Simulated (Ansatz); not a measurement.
Reaction (redistribution): `C[SiH2][Se][Se]C` + `BB1CO1` → `B[Se][SiH2]C` + `C[Se]B1CO1`

Program: Ansatz. Geometries: PBE0-D4/def2-TZVP. ΔE: electronic, gas phase. CBS: MP2 limit from def2 TZ/QZ plus the TZ coupled-cluster correction, frozen cores. Functionals use def2-TZVPP. B3LYP here is the variant with VWN-RPA as its local correlation; programs differ in this. For Se outer-core shells are correlated without core-valence functions, which leaves a few kJ/mol of doubt a bond. Scalar relativity is left out up to krypton. One conformer a species, not always the lowest.

`C[SiH2][Se][Se]C`:

```xyz
13

C    -0.511   -0.333    2.297
Si    0.924   -0.050    1.145
Se    0.644    1.825   -0.136
Se   -1.209    0.993   -1.288
C    -0.293    0.072   -2.737
H    -0.363   -1.253    2.870
H    -0.615    0.499    2.995
H    -1.436   -0.427    1.726
H     1.113   -1.214    0.238
H     2.187    0.185    1.898
H     0.284    0.784   -3.322
H     0.349   -0.709   -2.334
H    -1.074   -0.373   -3.355
```

`BB1CO1`:

```xyz
8

B     0.139    1.587    0.455
B     0.229   -0.019    0.127
C    -0.294   -1.321   -0.481
O     0.951   -1.141    0.274
H    -0.427    1.990    1.429
H     0.567    2.401   -0.309
H    -0.135   -1.563   -1.528
H    -1.029   -1.933    0.034
```

`B[Se][SiH2]C`:

Z-matrix (Å, degrees):
```
Si
Se 1 2.302
C 1 1.863 2 110.9
H 1 1.486 2 105.8 3 120.7
H 1 1.485 2 108.2 3 -122.3
B 2 1.907 1 97.4 3 67.8
H 3 1.092 1 110.7 2 59.5
H 3 1.092 1 110.5 2 -60.5
H 3 1.093 1 110.3 2 179.7
H 6 1.193 2 121.0 1 0.9
H 6 1.192 2 117.0 1 -179.2
```

`C[Se]B1CO1`:

```xyz
10

C    -0.916    1.350   -1.073
Se   -1.711    0.254    0.339
B    -0.161   -0.739    0.815
C     1.278   -1.199    0.790
O     0.188   -1.699    1.678
H    -1.693    2.036   -1.404
H    -0.603    0.719   -1.900
H    -0.074    1.910   -0.675
H     2.060   -0.679    1.337
H     1.632   -1.953    0.093
```

```csv
level,ΔE (kJ/mol)
B3LYP-D4,-120.6
ωB97M-V,-130.5
B2PLYP,-134.3
PBE,-127.0
B3LYP,-124.7
HF/def2-QZVPP,-125.0
MP2/def2-QZVPP,-147.1
MP2/CBS(def2),-144.9
```

What does CCSD(T)/CBS give? (Best estimate.)

Computed: -137.4 kJ/mol. The listed levels differ from it by 16.8, 6.9, 3.1, 10.4, 12.7, 12.4, -9.7, -7.5 kJ/mol.

Largest T1 diagnostic among the species: 0.016.

The D4 term adds +4.1 kJ/mol with B3LYP and +2.4 kJ/mol with PBE0; it sums over pairs of atoms, weighted by their polarisabilities, and B3LYP, whose exchange is more repulsive, gets the larger term. From PBE to PBE0 (25 % exact exchange), in def2-TZVPP and without D4, ΔE moves by −4.5 kJ/mol.
